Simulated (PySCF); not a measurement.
This script is equivalent to a calculation on Os⁴⁶⁺ (osmium, charge +46).

```python
from pyscf import gto, scf, dft, mp, cc
mol = gto.M(atom="Os 0 0 0", charge=46, spin=0, symmetry="D2h",
            basis=gto.etbs([(0, 18, 5.6, 2.5), (1, 13, 7.3, 2.5), (2, 8, 13, 2.5), (3, 4, 33, 2.7), (4, 4, 50, 2.7)]),
            nucmod="G")
mf = scf.UHF(mol).sfx2c1e()
mf.irrep_nelec = {'Ag': (6, 6), 'B1g': (1, 1), 'B2g': (1, 1), 'B3g': (1, 1), 'B1u': (2, 2), 'B2u': (2, 2), 'B3u': (2, 2)}
mf.kernel()
```

Question: What total energy does it give?

Answer: -15774.66999 hartree (calculated).

Question: Which occupied shell lies highest, and where?

Answer: 4s, at -2548.0 eV.

Spin-orbit coupling, which splits the p, d and f shells strongly at this Z, is absent.
